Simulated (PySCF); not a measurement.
A species of formula C3H5ClGe has this rotational fingerprint, computed with PySCF 2.14.0, PBE0-D3(BJ)/def2-SVP geometry optimisation, gas phase:

| Quantity | Value |
| --- | --- |
| Rotational constants | A = 5995, B = 1774, C = 1738 MHz |
| Dipole components | \|μa\| = 2.24 D, \|μb\| = 0.19 D, \|μc\| = 0.56 D |
| Inertial defect | -78.35 u·Å² |
| κ | -0.98 |

Question: Which candidate fits, each taken in the one conformer that was computed?
A. `CC#[C][GeH2][Cl]`
B. `[Cl][Ge@@H]1[CH]=C[CH2]1`

Answer: B. It is [Cl][Ge@@H]1[CH]=C[CH2]1. The candidates at the same level (rigid rotor, commonest isotopes):

```json
{"SMILES": "[Cl][Ge@@H]1[CH]=C[CH2]1", "A (MHz)": "5995", "B (MHz)": "1774", "C (MHz)": "1738", "μa (D)": "2.24", "μb (D)": "0.19", "μc (D)": "0.56", "Δ (u·Å²)": "-78.35", "point group": "–", "rotor": "–"}
{"SMILES": "CC#[C][GeH2][Cl]", "A (MHz)": "5429", "B (MHz)": "1101", "C (MHz)": "931.8", "μa (D)": "2.68", "μb (D)": "1.09", "μc (D)": "0.01", "Δ (u·Å²)": "-9.76", "point group": "–", "rotor": "near-prolate asymmetric top"}
```

`CC#[C][GeH2][Cl]` has C 46 % too low. No structure here is proved a minimum.
